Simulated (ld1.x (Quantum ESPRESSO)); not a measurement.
u(r) = r·R(r): atom against pseudo-atom (Mg (Z = 12))

Columns: radius, all-electron u(r) and pseudo u(r) of the 2s shell (level -81.74 eV) of magnesium in the configuration [He] 2s2 2p6 3s1.75 3p0; Wu–Cohen, scalar-relativistic, PAW scheme, ld1.x (Quantum ESPRESSO) 7.5.

```tsv
r (bohr)	all-electron	pseudo
0.072	0.5587	-0.2586
0.145	0.2341	-0.5073
0.217	-0.2561	-0.7269
0.290	-0.6840	-0.9133
0.362	-0.9787	-1.0543
0.435	-1.1531	-1.1501
0.507	-1.2272	-1.1979
0.580	-1.2311	-1.2027
0.652	-1.1880	-1.1702
0.725	-1.1150	-1.1078
0.798	-1.0257	-1.0251
0.870	-0.9309	-0.9324
0.942	-0.8354	-0.8365
1.015	-0.7417	-0.7419
1.088	-0.6536	-0.6536
1.160	-0.5734	-0.5734
1.232	-0.5005	-0.5005
1.305	-0.4342	-0.4342
1.378	-0.3753	-0.3753
1.450	-0.3240	-0.3240
1.522	-0.2790	-0.2790
1.595	-0.2393	-0.2393
1.668	-0.2048	-0.2048
1.740	-0.1754	-0.1754
1.812	-0.1501	-0.1501
1.885	-0.1280	-0.1280
```

Problem. How many radial nodes do the two functions have?

Solution. The all-electron 2s function has n − l − 1 = 1; the pseudo-wave has 0, since the states of the same l below it are removed with the core.

Problem. At about which radius was the pseudo-wave matched?

Solution. 1.10 bohr. The columns agree to 0.0005 from 1.01 bohr on; several derivatives are matched, so the curves merge somewhat inside the radius.

Problem. Is the pseudo-wave norm-conserving?

Solution. No, it belongs to a PAW set: the norm inside the radius is not constrained, and the difference is carried by the augmentation charge.
